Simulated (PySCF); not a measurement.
# Computed properties of CdHIS, SMILES [SH][Cd][I]

Cd(I)(SH) (CdHIS), SMILES [SH][Cd][I]. Geometry: B3LYP-D3(BJ)/def2-TZVP. The def2 effective core potentials stand for the cores of Cd, I; spin–orbit coupling is left out. Other conformers were not sampled. All values are computed for the isolated molecule unless a solvent is named; none is compared with measurement here.

**Structure.** The optimised structure has Cs symmetry. All 6 harmonic modes at B3LYP-D3(BJ)/def2-TZVP (PySCF) are real, so it is a minimum. With heavy atoms numbered as in [Cd:1]([I:2])[SH:3], the shortest bond between them is Cd1–S3 at 2.362 Å and the longest Cd1–I2 at 2.615 Å.

**Vibrations.** The strongest infrared lines (harmonic, unscaled, degenerate partners summed) lie at 351 cm⁻¹ (34 km/mol, S 64 %, Cd 32 %), 186 cm⁻¹ (5 km/mol, I 52 %, Cd 26 %, S 21 %), 65 cm⁻¹ (4 km/mol, Cd 46 %, S 41 %, I 9 %). The softest mode is at 65 cm⁻¹ and the zero-point energy is 5.7 kcal/mol.

**Electronic structure.** M06-2X/def2-TZVPD (PySCF) places the frontier levels at -8.58 and -1.38 eV, a gap of 7.20 eV, and gives a dipole moment of 0.83 D and a mean polarisability of 92.3 bohr³.

**Excitations.** TDA-CAM-B3LYP/def2-SVPD (PySCF) has S1 at 4.26 eV (291 nm, f = 0.003, weak); the most intense of the 10 singlets computed lies at 5.63 eV (f = 0.09). T1 (TDA) is at 3.89 eV, 0.37 eV under S1. No vertical singlet excitation falls in the visible range (under 3.1 eV).
